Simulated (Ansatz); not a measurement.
C2H7NOSn can be A, `C[N](C)[Sn][OH]`, or B, `CO[C](=N)[SnH3]`.

Program: Ansatz. Geometries: PBE0-D4/def2-TZVP. ΔE: electronic, gas phase. CBS: MP2 limit from def2 TZ/QZ plus the TZ coupled-cluster correction, frozen cores. DFT in def2-TZVPP. B3LYP here is the variant with VWN-RPA as its local correlation; programs differ in this. def2 core potentials past Kr. For Sn outer-core shells are correlated without core-valence functions, which leaves a few kJ/mol of doubt a bond. Each species was taken in one conformer, which may not be the lowest.

Task: Which is lower in electronic energy at CCSD(T)/CBS, and by how much? (An estimate is asked.)

Result: Ansatz gave: A, by 59.9 kcal/mol.

Task: Give E(B) − E(A) in kcal/mol with HF/def2-TZVPP, B3LYP, PBE-D4, r2SCAN-D4, CCSD(T)/def2-TZVPP, MP2/def2-TZVPP, CCSD/def2-TZVPP. (An estimate is asked.)

Result: Ansatz gave: HF/def2-TZVPP 49.3, B3LYP 58.1, PBE-D4 57.9, r2SCAN-D4 56.4, CCSD(T)/def2-TZVPP 54.4, MP2/def2-TZVPP 61.2, CCSD/def2-TZVPP 54.6. None reverses the order clearly.

Largest T1 diagnostic: 0.017.

From PBE to PBE0 (25 % exact exchange), in def2-TZVPP and without D4, E(B) − E(A) moves by −1.4 kcal/mol. In def2-TZVPP, CCSD(T) changes the Hartree–Fock value by +5.0 kcal/mol (the triples alone add −0.3 kcal/mol) and MP2 by +11.8 kcal/mol.
